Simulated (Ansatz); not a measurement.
This geometry of ClF₄H₂OTa (9 atoms, charge 0, multiplicity 1) is a first-order saddle point.

These are results of RKS revPBE/def2-SVP in Ansatz 0.2.0, not measurements.

```xyz
9
Properties=species:S:1:pos:R:3
Ta -0.034 -0.268 0.125
Cl 2.509 0.428 0.373
F -0.071 0.039 2.007
F 0.432 -0.692 -1.668
F -0.614 1.466 -0.294
O -1.605 -1.299 0.149
H -2.228 -1.675 0.796
F 1.265 -1.877 0.633
H 2.141 -1.070 0.608
```

(1) Which two structures does it join? (They come from a converged band through this point; their orientation in space is the band's.)

(2) How far does it lie above each of them?

Results:

(1) Bonds broken: Ta1–Cl2, F8–H9. Bonds formed: Cl2–H9.

Image 0:

```xyz
9
Properties=species:S:1:pos:R:3
Ta -0.016 -0.010 0.108
Cl 2.380 0.472 0.260
F 0.010 0.245 2.002
F 0.387 -0.620 -1.652
F -0.782 1.627 -0.364
O -1.498 -1.167 0.252
H -1.819 -1.959 0.716
F 1.141 -2.003 0.712
H 1.991 -1.533 0.694
```

Image 6:

```xyz
9
Properties=species:S:1:pos:R:3
Ta -0.208 -0.563 0.169
Cl 2.728 0.579 0.313
F -0.140 -0.097 2.022
F 0.291 -0.818 -1.653
F -0.417 1.289 -0.201
O -1.934 -1.307 0.117
H -2.651 -1.408 0.768
F 0.984 -1.997 0.604
H 3.141 -0.624 0.590
```

(2) 15.0 kJ/mol above the first and 37.6 kJ/mol above the second. This is the barrier of this one path; another mechanism may lie lower. The orbitals stay closed-shell, which can raise the energy where a bond breaks towards radicals; this wasn't checked here.

Time of the run: 2.6 min on 4 threads of Intel(R) Xeon(R) Platinum 8259CL CPU @ 2.50GHz (Skylake/Cascade Lake), with other jobs on the host, peak memory 0.22 GiB.
